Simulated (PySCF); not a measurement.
# One molecule, several mistakes: AlCGeH5Si

All numbers below are calculated, not measured. They come from PySCF 2.14.0, an open-source quantum chemistry program, on an isolated molecule that a program drew, which may never have been made. The molecule is AlCGeH5Si (charge 0, singlet), drawn as the SMILES string `[Al][C]([SiH3])=[GeH2]`.

Each row is a Hartree-Fock (HF) and frozen-core CCSD(T) single point in the cc-pV(D+d)Z basis, meant for a local HF minimum. Run 1 is clean. Each other run has one planted mistake out of seven kinds, and not every kind appears here: one electron removed, one electron added, multiplicity raised by two, geometry at a saddle point, minimal basis STO-3G, one bond length entered in bohr, all coordinates scaled. The reference is restricted for singlets and unrestricted otherwise, and also for a bond in bohr. Adding or removing an electron swaps singlet and doublet. Electrons count all cores. HOMO and LUMO are orbital energies over both spins, the gradient is its largest component, and the lowest frequency (negative if imaginary) is given only where the gradient is small. Bond lengths are over the 8 bonds as drawn. T1 is the CCSD diagnostic: over 0.02 (restricted) or 0.045 (unrestricted) a single reference is doubtful. Germanium has the cc-pVDZ-PP basis, with a core potential (ECP10MDF) in place of its 10 inner electrons, and its 3s, 3p and 3d shells are frozen in CCSD(T).

Geometry of the clean run:
```xyz
9
AlCGeH5Si, angstrom
Al   -1.0361   -0.9469    2.6777
C    -1.1431   -1.3176    0.7427
Si   -0.8478   -0.0984   -0.6326
Ge   -1.5655   -2.9925    0.3123
H     0.5236    0.4694   -0.5628
H    -1.7888    1.0483   -0.5460
H    -1.0119   -0.7152   -1.9752
H    -1.7131   -3.5407   -1.1028
H    -1.8286   -4.0740    1.3584
```

| run | electrons | basis functions | <S^2> | HOMO (eV) | LUMO (eV) | gradient (hartree/bohr) | lowest frequency (cm^-1) | mean bond (Å) | longest bond (Å) | T1 | HF (hartree) | CCSD(T) (hartree) | mistake |
|---|---|---|---|---|---|---|---|---|---|---|---|---|---|
| 1 | 70 | 108 | 0.000 | -7.68 | 0.87 | 2.6e-06 | 86 | 1.6407 | 1.973 | 0.0153 | -864.94484 | -865.39827 | no fault |
| 2 | 70 | 108 | 2.118 | -6.03 | 0.26 | 1.2e-02 | - | 1.6407 | 1.973 | 0.0324 | -864.89149 | -865.31849 | multiplicity raised by two |
| 3 | 71 | 108 | 1.039 | -0.32 | 5.72 | 4.0e-02 | - | 1.6407 | 1.973 | 0.0469 | -864.93639 | -865.40193 | one electron added |
| 4 | 70 | 108 | 1.044 | -7.79 | 0.69 | 1.9e-02 | - | 1.8060 | 2.808 | 0.0611 | -864.83639 | -865.27817 | one bond length entered in bohr |
| 5 | 69 | 108 | 0.790 | -13.52 | -5.68 | 2.9e-02 | - | 1.6407 | 1.973 | 0.0210 | -864.70072 | -865.11955 | ? |
| 6 | 70 | 108 | 0.000 | -7.55 | 0.97 | 2.8e-02 | - | 1.5669 | 1.884 | 0.0144 | -864.92590 | -865.37337 | ? |

**Which mistake was planted in run 5, and what did it cost?**

It counts 69 electrons, one fewer than the clean run, at the same geometry and basis. So the mistake is: one electron removed. Subtracting run 1 and multiplying by 627.51 kcal/mol a hartree, the energy moved by 153.2 kcal/mol in HF and 174.9 kcal/mol in CCSD(T).

**Which mistake was planted in run 6, and what did it cost?**

The mean and the longest bond both change by the same factor, 0.955, and the gradient is no longer small. So the mistake is: all coordinates scaled. Subtracting run 1 and multiplying by 627.51 kcal/mol a hartree, the energy moved by 11.9 kcal/mol in HF and 15.6 kcal/mol in CCSD(T).

Cautions from the logs. Run 3: T1 is over the limit, so its CCSD(T) energy is less reliable; run 4: T1 is over the limit, so its CCSD(T) energy is less reliable.
